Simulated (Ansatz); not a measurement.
Basis-set extrapolation for C$_{2}$H$_{6}$OSSi, SMILES `CSC1O[SiH2]1` (PBE0-D4/def2-TZVP geometry, frozen core, the Gaussian-basis code of Ansatz). Multiplicity 1, RHF reference.

```csv
,def2-TZVPP,def2-QZVPP
HF,-840.609949,-840.638083
MP2 correlation,-0.874458,-0.940187
CCSD(T) correlation,-0.959728,not run
```

Energies in hartree. Use E(X) = E(∞) + A·exp(−7.88·√X) for Hartree–Fock and E(X) = E(∞) + B·X^(−2.97) for correlation, with X = 3 and 4, and add CCSD(T) minus MP2 of the smaller set to the MP2 limit.

Q: What is the CCSD(T) energy at the basis-set limit?

A: HF limit: -840.638083 + (-0.028134) × 0.13774 = -840.64196. MP2 limit: -0.940187 + (-0.065729) × 0.74074 = -0.98888. Higher-order term: -0.959728 − (-0.874458) = -0.08527. Total: -841.71611 hartree, 384.5 kJ/mol below CCSD(T)/def2-TZVPP.
